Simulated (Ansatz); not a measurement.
Reaction (formal exchange of groups at the Si–C bond): `OC(O)[SiH3]` + `[SiH3]BCl` → `[SiH3][SiH2]BCl` + `OCO`

Isolated molecules relaxed with PBE0-D4/def2-TZVP in Ansatz; ΔE leaves out vibrations. CBS: MP2 limit from def2 TZ/QZ plus the TZ coupled-cluster correction, frozen cores. This one scheme is used for every species. DFT in def2-TZVPP. B3LYP here is the variant with VWN-RPA as its local correlation; programs differ in this. Each species was taken in one conformer, which may not be the lowest.

`OC(O)[SiH3]`:

Cartesian coordinates in Å:
```
O -0.966 -0.966 -0.881
C -0.420 -0.426 0.293
O -1.304 0.471 0.924
Si 1.231 0.411 -0.180
H -1.770 -1.444 -0.648
H -0.254 -1.208 1.046
H -1.449 1.216 0.331
H 2.115 -0.509 -0.939
H 1.915 0.852 1.063
H 0.901 1.604 -1.007
```

`[SiH3]BCl`:

Cartesian coordinates in Å:
```
Si -0.377 -0.749 0.219
B 0.472 0.969 -0.409
Cl 1.234 2.067 0.704
H -1.820 -0.738 -0.155
H -0.257 -0.955 1.686
H 0.264 -1.893 -0.489
H 0.484 1.299 -1.556
```

`[SiH3][SiH2]BCl`:

Z-matrix (Å, degrees):
```
Si
Si 1 2.348
H 1 1.488 2 110.1
H 1 1.487 2 110.6 3 -120.2
H 1 1.487 2 109.7 3 119.5
B 2 2.005 1 105.8 3 -58.7
H 2 1.489 1 108.6 3 -179.5
H 2 1.490 1 108.4 3 61.7
Cl 6 1.741 2 120.0 1 -88.2
H 6 1.194 2 123.7 1 87.5
```

`OCO`:

Z-matrix (Å, degrees):
```
C
O 1 1.397
O 1 1.396 2 112.9
H 1 1.095 2 105.2 3 -122.5
H 1 1.095 2 112.0 3 118.6
H 2 0.962 1 107.9 3 -61.7
H 3 0.962 1 107.9 2 -61.7
```

```csv
level,ΔE (kJ/mol),difference from CCSD(T)/CBS
PBE-D4,-49.0,-9.0
r2SCAN-D4,-44.7,-4.7
PBE0-D4,-49.9,-9.9
B3LYP-D4,-39.4,0.6
ωB97X-V,-38.3,1.7
ωB97M-V,-33.8,6.2
B2PLYP,-37.7,2.3
PBE,-48.3,-8.3
r2SCAN,-44.4,-4.4
PBE0,-49.0,-9.0
B3LYP,-38.3,1.7
HF/def2-TZVPP,-35.7,4.3
MP2/def2-TZVPP,-38.1,1.9
SCS-MP2/def2-TZVPP,-35.3,4.7
CCSD/def2-TZVPP,-39.7,0.3
CCSD(T)/def2-TZVPP,-40.3,-0.3
HF/def2-QZVPP,-35.2,4.8
MP2/def2-QZVPP,-37.8,2.2
SCS-MP2/def2-QZVPP,-35.0,5.0
HF/CBS(def2),-35.1,4.9
MP2/CBS(def2),-37.8,2.2
CCSD/CBS(def2),-39.4,0.6
CCSD(T)/CBS,-40.0,0
```

Largest T1 diagnostic among the species: 0.014.
